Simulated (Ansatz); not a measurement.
Geometry optimisation, RHF/def2-SVP (Ansatz 0.2.0).

Input:

```yaml
crystal:
  periodic: [false, false, false]
  atoms:
    - { symbol: B, position_ang: [0.059557, -0.111667, 0.183066] }
    - { symbol: "N", position_ang: [0.052917, -0.300984, 1.659532] }
    - { symbol: H, position_ang: [-0.785738, -0.668531, 2.064625] }
    - { symbol: H, position_ang: [0.873608, -0.643656, 2.11692] }
    - { symbol: "N", position_ang: [1.227449, -0.06725, -0.586701] }
    - { symbol: H, position_ang: [2.144452, -0.057754, -0.196507] }
    - { symbol: H, position_ang: [1.193809, 0.184673, -1.552417] }
    - { symbol: F, position_ang: [-1.126351, -0.027285, -0.411625] }
    - { symbol: Cl, position_ang: [-0.139776, 2.906793, 0.741676] }
    - { symbol: H, position_ang: [-0.118627, 1.947961, 1.652531] }
basis:
  gaussian: { orbitals: def2-SVP }
hamiltonian:
  xc: hf
relax:
  f_tol: 0.03
  max_steps: 50
```

Run as:

```bash
$ ansatz run input.yaml --threads 2 --pin off --max-ram 3072MiB --backend cpu --events-out ev --progress --plain --runs-dir out
```

**Question.** Where does it end, and by what steps?

**Answer.** The run converged. After 12 steps the energy has fallen by 0.258 eV; Cl9 moved furthest, 1.03 Å.

```
step  energy less start (eV)  largest force component (eV/Å)  accepted
   0                  0.0000                           1.818       yes
   1                 -0.1259                           0.974       yes
   2                 -0.1372                           1.677       yes
   3                 -0.2030                           1.069       yes
   4                 -0.2316                           0.545       yes
   5                 -0.2486                           0.298       yes
   6                 -0.2522                           0.209       yes
   7                 -0.2482                           0.365        no
   8                 -0.2557                           0.062       yes
   9                 -0.2566                           0.149       yes
  10                 -0.2570                           0.089       yes
  11                 -0.2574                           0.042       yes
  12                 -0.2575                           0.024       yes
```

```xyz
10
Properties=species:S:1:pos:R:3
B 0.079 -0.313 0.069
N 0.006 -0.145 1.484
H -0.821 -0.447 1.958
H 0.823 -0.212 2.056
N 1.263 -0.235 -0.678
H 2.160 -0.034 -0.290
H 1.248 -0.281 -1.674
F -1.070 -0.529 -0.577
Cl -0.132 3.319 1.685
H -0.175 2.039 1.639
```

Time of the run: 19 s on 2 threads of Arm Neoverse V1 (shared host), peak memory 0.19 GiB.
